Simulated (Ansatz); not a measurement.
A made-up structure of CH$_{3}$Zn, doublet:

C1  (-0.379, -0.733, 0.063)
Zn2  (0.495, 0.957, -0.082)
H3  (1.051, 2.279, 0.450)
H4  (-1.123, -1.095, -0.645)
H5  (1.199, 2.318, -0.198)
(Å)

It is relaxed with PBE-D4/def2-SVP and then PBE0-D4/def2-TZVP (Ansatz 0.2.0). Atoms count as bonded within 1.22 times the sum of their covalent radii (H–H: 0.88 Å). The end point is not checked to be a true minimum.

Problem. Does its bonding change? (A judgement: the text doesn't fix the answer.)

Solution. The calculation gives: Yes. Formed: none; broken: Zn2–H3, Zn2–H5.

Where it ends: The first stage lowers the energy by 1.79 eV in 17 steps. It ends as a complex of CHZn ([CH][Zn]) + H₂:
C1  (-0.306, -0.365, 0.050)
Zn2  (-0.162, 0.953, -1.384)
H3  (1.183, 1.898, 0.667)
H4  (-0.876, -1.300, -0.091)
H5  (1.405, 2.540, 0.345)
(Å)

Labels in which every atom is bracketed show which atoms are joined, not bond orders.

For scale, one of the runs: PBE0-D4/def2-TZVP relaxation, 97 basis functions, launched by `ansatz run in.yaml --threads 2 --pin off --events-out ev --progress --plain --max-ram 4352MiB`. The run took about 53 s on 2 CPU threads of an Arm Neoverse V2 (shared host).
